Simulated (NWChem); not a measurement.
Two isomers of C2H5BF2O, each optimised at PBE0/def2-SVP with NWChem. Flexible species stand in one conformer each, which need not be the lowest. 

A: C[C@@H](F)B(O)F
B: B(OCC)(F)F

Q: Which is lower in energy, by how much, and how do their other properties compare?

A: B is lower by 32.9 kcal/mol in electronic energy; with zero-point energies, B − A = -32.3 kcal/mol.
|  | A | B |
|---|---|---|
| highest occupied level (eV) | -8.77 | -9.22 |
| orbital gap (eV) | 9.51 | 10.82 |
| dipole (D) | 1.55 | 2.42 |
| highest harmonic frequency (cm⁻¹) | 3848 | 3170 |
| zero-point energy (kcal/mol) | 50.7 | 51.3 |
